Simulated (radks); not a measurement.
The mean radii <r> (bohr) of the occupied orbitals of an atom or ion are listed with their occupations. Method: Dirac Kohn-Sham, PBE, spin-unpolarised, spherical densities, finite nucleus; Fermi nuclear charge, rms radius of each element as measured or else 0.836 A^(1/3) + 0.57 fm; computed with a radial shooting solver on a logarithmic mesh with Libxc functionals.

orbital      occ.     <r>
1s1/2           2  0.1036
2s1/2           2  0.5194
2p1/2           2  0.4834
2p3/2           4  0.4857
3s1/2           2   1.820
3p1/2    0.666667   2.133
3p3/2     1.33333   2.139

Name the element and its charge. Open shells, if any, are shared by 2j + 1.

Answer. Z = 15, phosphorus, charge +1: P+ in [Ne] 3s2 3p2. The 1s radius gives Z: for a bare nucleus <r> = (2 gamma + 1)/(2Z) with gamma = sqrt(1 - (Z/c)^2), 0.0996 bohr for Z = 15, and screening makes it slightly larger (0.1036 here). The occupations add up to 14, and the charge is Z minus that.
